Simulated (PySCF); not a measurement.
Precursor series Hf OH-H. Isolated molecules, 0 K electronic values unless said otherwise. One relaxed conformer stands for each flexible species; it need not be the lowest.

Calculation: PBE-D3(BJ)/def2-TZVP // r2SCAN-D4/def2-SVP (PySCF). 

```json
[
 {"species": "0 of 4 OH replaced by H ([Hf(OH)4])", "charge on the central atom (Mulliken) (e)": "1.42", "HOMO–LUMO gap (eV)": "6.13", "LUMO (eV)": "?"},
 {"species": "1 of 4 OH replaced by H ([Hf(OH)3(H)])", "charge on the central atom (Mulliken) (e)": "1.20", "HOMO–LUMO gap (eV)": "5.81", "LUMO (eV)": "-0.56"},
 {"species": "2 of 4 OH replaced by H", "charge on the central atom (Mulliken) (e)": "1.00", "HOMO–LUMO gap (eV)": "4.41", "LUMO (eV)": "?"},
 {"species": "3 of 4 OH replaced by H ([Hf(OH)(H)3])", "charge on the central atom (Mulliken) (e)": "0.83", "HOMO–LUMO gap (eV)": "4.33", "LUMO (eV)": "-2.33"},
 {"species": "4 of 4 OH replaced by H ([Hf(H)4])", "charge on the central atom (Mulliken) (e)": "0.69", "HOMO–LUMO gap (eV)": "4.05", "LUMO (eV)": "?"}
]
```

Q: What belongs in the gaps?

A: 
- 0 of 4 OH replaced by H ([Hf(OH)4]), LUMO (eV): -0.59
- 2 of 4 OH replaced by H, LUMO (eV): -1.88
- 4 of 4 OH replaced by H ([Hf(H)4]), LUMO (eV): -3.07
